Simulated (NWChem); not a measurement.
A series in which one site is exchanged, each optimised at PBE0/def2-SVP with NWChem, gas phase unless a solvent is named. This build's default masses of Se (78.918 u) and Br (79.917 u) are each other's, which moves their modes by up to 0.6 %. For some, no frequency run checked for a minimum. def2 effective core potentials on I; no spin-orbit coupling.

A: [F][Be][Cl] (BeClF; site = F)
B: [Cl][Be][I] (BeICl; site = I)
C: [Cl][BeH] (BeHCl; site = H)
D: [Cl][Be][Br] (BeBrCl; site = Br)

### Question
Rank them by orbital gap (eV), PBE0/def2-SVP, lowest first.

### Answer
B (7.58), D (8.63), C (9.09), A (9.24)
